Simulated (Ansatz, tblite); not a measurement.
Forces on Cr3S3⁻ at its PBE-D4/def2-SVPD geometry. Charge -1, multiplicity 2.

The xTB rows come from tblite. At PBE-D4/def2-TZVPD the charge -1 doublet is spin-contaminated (final ⟨S²⟩ up to 4.09, 0.75 for a pure state). Another isomer (doublet) lies 0.74 eV lower at PBE0-D4/def2-TZVPD; other spin states weren't run for this one.

GFN1-xTB (tblite), largest force 5.63 eV/Å:

```xyz
6
positions Å, forces eV/Å
Cr    1.187    1.210   -0.071   -1.232   -1.846    0.387
Cr    0.047   -0.820    0.896    2.757   -0.350    4.878
Cr   -0.754   -0.396   -0.979   -2.375    1.776   -4.789
S    -0.393    1.619   -1.731    0.777   -0.602    0.855
S     2.044   -0.067    1.650   -1.044    0.544   -1.131
S    -2.130   -1.547    0.235    1.118    0.478   -0.200
```

GFN2-xTB (tblite), largest force 5.06 eV/Å:

```
Cr -0.923 -1.373 0.271
Cr 2.085 -0.178 4.573
Cr -1.604 1.278 -4.625
S 0.366 1.132 -0.715
S 0.806 0.166 0.187
S -0.729 -1.025 0.309
```

PBE-D4/def2-TZVPD (Ansatz), largest force 0.38 eV/Å:

```
Cr -0.048 -0.061 0.015
Cr 0.104 -0.089 0.305
Cr -0.255 0.091 -0.265
S 0.115 -0.108 0.130
S -0.183 0.049 -0.160
S 0.267 0.119 -0.024
```
